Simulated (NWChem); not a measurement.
# SnI$_{3}$ anion; SMILES [I][Sn-]([I])[I]

Results from NWChem. Sets without diffuse functions describe the anion's extra electron poorly. All runs use the structure optimised with B3LYP/def2-SVPD. No frequency run checked for a minimum. def2 effective core potentials on Sn, I; no spin-orbit coupling. Level TPSS/def2-SVP: single points from the atomic guess with DIIS by default; each run changes one setting, and all converged runs end within 0.3 mHa of each other.

**Question.** Which setting needs the most SCF iterations, or fails (no level shifting; defaults; no DIIS, 40 % damping; core-Hamiltonian guess; DIIS on 20 Fock matrices)?

**Answer.** no DIIS, 40 % damping, which doesn't converge.
```tsv
setting	SCF iterations
defaults	9
core-Hamiltonian guess	14
no level shifting	9
DIIS on 20 Fock matrices	8
no DIIS, 40 % damping	not converged in 200
```
